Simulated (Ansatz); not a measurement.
Geometry optimisation, Ansatz 0.2.0, RKS BHLYP/def2-SVP.

The input (input.yaml):

```yaml
crystal:
  periodic: [false, false, false]
  atoms:
    - { symbol: Si, position_ang: [0.0, 0.0, 0.0] }
    - { symbol: F, position_ang: [0.0, 0.0, 1.94] }
    - { symbol: H, position_ang: [1.3768, 0.0, -0.4862] }
    - { symbol: H, position_ang: [-0.6877, 1.1914, -0.4862] }
    - { symbol: H, position_ang: [-0.6877, -1.1914, -0.4862] }
    - { symbol: Br, position_ang: [-2.4768, 0.0, 0.823] }
    - { symbol: H, position_ang: [-1.1556, 0.0, 1.9089] }
basis:
  gaussian: { orbitals: def2-SVP }
hamiltonian:
  xc: { name: BHLYP }
relax:
  f_tol: 0.15
  max_steps: 25
  restrain:
    - { distance: [0, 5], at: 2.31, k: 30.0 }
    - { distance: [6, 1], at: 0.92, k: 30.0 }
    - { distance: [0, 1], at: 2.79, k: 30.0 }
    - { distance: [6, 5], at: 2.75, k: 30.0 }
```

Command:

```bash
$ ansatz run input.yaml --threads 2 --pin off --max-ram 3072MiB --backend cpu --events-out ev --progress --plain --runs-dir out
```

Q: Where does it end, and by what steps?

A: The run converged. The restraints hold the end off the free minimum. After 9 steps the energy has fallen by 1.648 eV (the restraints' own energy left out); H7 moved furthest, 1.07 Å. Parted: Br6–H7 (1.71 → 2.75 Å). Joined: F2–H7 (1.16 → 0.92 Å).

```
step  energy less start (eV)  largest force component (eV/Å)  accepted
   0                  0.0000                           2.097       yes
   1                  0.3166                           1.600       yes
   2                  0.6394                           3.157       yes
   3                  0.5128                           1.535       yes
   4                 -0.2466                           1.132       yes
   5                 -0.8366                           0.828       yes
   6                 -1.3173                           0.631       yes
   7                 -1.5904                           0.823       yes
   8                 -1.6397                           0.885       yes
   9                 -1.6479                           0.830       yes
```

```xyz
7
Properties=species:S:1:pos:R:3
Si -0.440 0.000 -0.434
F 0.116 0.000 2.328
H 0.820 0.000 0.298
H -0.537 1.208 -1.281
H -0.537 -1.208 -1.281
Br -2.410 0.000 0.740
H -0.642 0.000 2.845
```

Time of the run: 21 s on 2 threads of Arm Neoverse V2, on a shared host, peak memory 0.17 GiB.
